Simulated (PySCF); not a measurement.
C4H12GeO4.
Cartesian coordinates in Å at the PBE0-D3(BJ)/def2-SVP level; atoms count from 1:
```xyz
21
C4H12GeO4 angstrom
C     -1.6769    0.4499    2.1640
O     -0.8075   -0.4461    1.5120
Ge    -0.0161   -0.0134    0.0092
O     -1.0428   -0.0044   -1.4114
C     -1.4453   -1.2019   -2.0343
O      0.5739    1.6252    0.2111
C      1.0260    2.3781   -0.8901
O      1.2177   -1.2258   -0.2738
C      2.0847   -1.6388    0.7560
H     -1.8463    0.0789    3.1862
H     -2.6552    0.5119    1.6550
H     -1.2536    1.4666    2.2273
H     -2.2389   -1.7130   -1.4607
H     -1.8490   -0.9515   -3.0272
H     -0.6050   -1.9043   -2.1653
H      1.1220    3.4269   -0.5706
H      0.3232    2.3339   -1.7391
H      2.0155    2.0348   -1.2410
H      1.5382   -1.8960    1.6792
H      2.8305   -0.8612    0.9996
H      2.6243   -2.5332    0.4096
```

The closed-shell ground state was solved at several levels (PySCF, density fitting, gas phase). The calculation is non-relativistic and has no spin–orbit coupling, an omission that weighs most on germanium.

| level | basis functions | total energy (Eh) | HOMO (eV) | LUMO (eV) | gap (eV) | dipole (D) |
| --- | --- | --- | --- | --- | --- | --- |
| PBE0/pcSseg-1 | 237 | -2536.5508 | -8.01 | 0.41 | 8.42 | 0.07 |
| B3LYP/pcSseg-1 | 237 | -2537.3928 | -7.73 | 0.12 | 7.85 | 0.07 |

(1) Estimate the row for wB97X-D/def2-SVPD, a basis of 306 functions; the other rows only guide the guess.

(2) Over all these levels, which gives the widest orbital gap and which the narrowest?

(3) How far do the dipole and the HOMO energy spread over the levels?

## Answers

(1) Total energy -2536.9372 Eh, HOMO -10.06 eV, LUMO 1.73 eV, gap 11.79 eV, dipole 0.07 D.

(2) wB97X-D/def2-SVPD (range-separated hybrid) has the widest, 11.79 eV, and B3LYP/pcSseg-1 (global hybrid, 20 % exact exchange) the narrowest, 7.85 eV. Functional and basis both differ between the two, so the spread mixes both effects.

(3) The dipole runs from 0.07 to 0.07 D (mean 0.07 D) and the HOMO from -10.06 to -7.73 eV.

One conformer stands for the species.

The pairwise dispersion term of wB97X-D wasn't added to the energies; at a given geometry it leaves orbitals and properties as they are.
